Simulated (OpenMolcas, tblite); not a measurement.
## CH6GeO (SMILES C[O][GeH3]): methods side by side

CH6GeO: 9 atoms, total charge 0, spin state singlet. As SMILES, `C[O][GeH3]`. Geometry: relaxed at PBE0-D4/def2-TZVP.

Quantity: the vertical ionisation energy (to the doublet cation), in eV. The values are calculated.

```
                                  level                   kind     program  value (eV)  less CCSD(T)/cc-pVDZ  CPU time (all runs)
                              IPEA1-xTB         semi-empirical      tblite       15.65                 +5.70            under 2 s
                             HF/cc-pVDZ           Hartree–Fock  OpenMolcas        8.96                 -0.99                 15 s
                          SVWN5/cc-pVDZ                    LDA  OpenMolcas        9.69                 -0.26                 44 s
                         revPBE/cc-pVDZ                    GGA  OpenMolcas        9.55                 -0.40                 78 s
                          M06-L/cc-pVDZ               meta-GGA  OpenMolcas        9.69                 -0.26                2 min
                          BHLYP/cc-pVDZ          global hybrid  OpenMolcas        9.89                 -0.06                 78 s
CCSD(T)/cc-pVDZ, open shells restricted  coupled cluster or CI  OpenMolcas        9.95                  0.00                 94 s
```

CCSD(T)/cc-pVDZ, open shells restricted is the highest level here, not the true value. All-electron rows without a relativistic Hamiltonian named are non-relativistic. The values span 8.96 to 15.65 eV. The xTB values lack the empirical shift that such differences need. In the correlated wave-function rows the outer d shell of Ge is correlated, in sets not made for it. Times are those of the runs behind each value, whatever else they computed, on shared processors of several kinds: orders of magnitude only.
